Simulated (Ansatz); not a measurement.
Geometry optimisation, RKS PBE0-D4/def2-SVP (Ansatz).

Input:

```yaml
crystal:
  periodic: [false, false, false]
  atoms:
    - { symbol: Ge, position_ang: [0.0, 0.0, 0.0] }
    - { symbol: O, position_ang: [0.0, 0.0, 2.12] }
    - { symbol: H, position_ang: [-0.9095, -0.2814, 2.4571] }
    - { symbol: F, position_ang: [1.5842, 0.0, -0.5594] }
    - { symbol: F, position_ang: [-0.7913, 1.3709, -0.5594] }
    - { symbol: F, position_ang: [-0.7913, -1.3709, -0.5594] }
    - { symbol: "N", position_ang: [1.1535, -1.7516, 0.6969] }
    - { symbol: H, position_ang: [0.7143, -2.7162, 0.68] }
    - { symbol: H, position_ang: [2.1458, -1.6271, 1.048] }
    - { symbol: H, position_ang: [0.7071, -1.0738, 1.7912] }
basis:
  gaussian: { orbitals: def2-SVP }
hamiltonian:
  xc: pbe0
  dispersion: d4
relax:
  f_tol: 0.15
  max_steps: 25
  restrain:
    - { distance: [0, 6], at: 1.91, k: 30.0 }
    - { distance: [9, 1], at: 1.01, k: 30.0 }
    - { distance: [0, 1], at: 2.97, k: 30.0 }
    - { distance: [9, 6], at: 2.26, k: 30.0 }
output:
  orbitals: {}
```

Launched with:

```bash
$ ansatz run input.yaml --threads 4 --pin off --max-ram 5120MiB --backend cpu --events-out ev --progress --plain --runs-dir out
```

Where does it end, and by what steps?

It converged. The restraints hold the end off the free minimum. After 17 steps the energy has fallen by 3.056 eV (the restraints' own energy left out); F5 moved furthest, 1.53 Å. Parted: Ge1–O2 (2.12 → 2.96 Å). Joined: O2–H10 (1.33 → 0.98 Å).

```csv
step,energy less start (eV),largest force component (eV/Å),accepted
0,0.0000,4.821,yes
1,0.5550,3.437,yes
2,0.1971,3.346,yes
3,-1.1345,2.256,yes
4,-1.8553,1.302,yes
5,-2.0911,2.749,yes
6,-2.2938,1.957,yes
7,-2.4831,1.383,yes
8,-2.5052,1.978,yes
9,-2.6195,1.313,yes
10,-2.6938,1.270,yes
11,-2.7549,1.301,yes
12,-2.8195,1.198,yes
13,-2.8757,1.321,yes
14,-2.9487,1.301,yes
15,-3.0255,1.394,yes
16,-3.0440,1.148,yes
17,-3.0561,1.128,yes
```

```xyz
10
Properties=species:S:1:pos:R:3
Ge 0.186 -0.616 -0.332
O 0.563 0.174 2.499
H -0.187 0.776 2.425
F 1.307 0.618 -0.716
F -1.210 0.172 0.288
F -0.336 -1.304 -1.816
N 0.782 -1.992 0.774
H 0.917 -2.849 0.243
H 1.653 -1.716 1.223
H 0.138 -0.713 2.527
```

Time of the run: 45 s on 4 threads of Arm Neoverse V1, with other jobs on the host, peak memory 0.33 GiB.
